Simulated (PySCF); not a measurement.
**Correlation energy of Se+ (selenium, charge +1)**

[Ar] 3d10 4s2 4p3, high-spin 4S determinant. Computed with PySCF 2.14 in cc-pVTZ-PP with ECP10MDF, with a scalar-relativistic core potential. Frozen: 3s2 3p6 3d10; 5 electrons correlated.

MP2 pair energies summed by pair of shells (mhartree):

| pair | energy | share (%) |
| --- | --- | --- |
| 4s-4p | -49.98 | 66.2 |
| 4p-4p | -16.60 | 22.0 |
| 4s-4s | -8.96 | 11.9 |

Total MP2 correlation energy: -75.54 mhartree.

Same-spin part -20.01 and opposite-spin part -55.53 mhartree; SCS-MP2 scales them by 1/3 and 6/5 to -73.30 mhartree.

```
  level  correlation energy (mhartree)
   CCSD                         -90.18
    (T)                          -2.54
CCSD(T)                         -92.72
```

Diagnostics: T1 = 0.0024, D1 = 0.0049, largest double amplitude 0.053.

Cost of the coupled-cluster step: 0.45 s of wall time on 1 thread of Intel(R) Xeon(R) Platinum 8559C (shared host), for 5 correlated electrons.
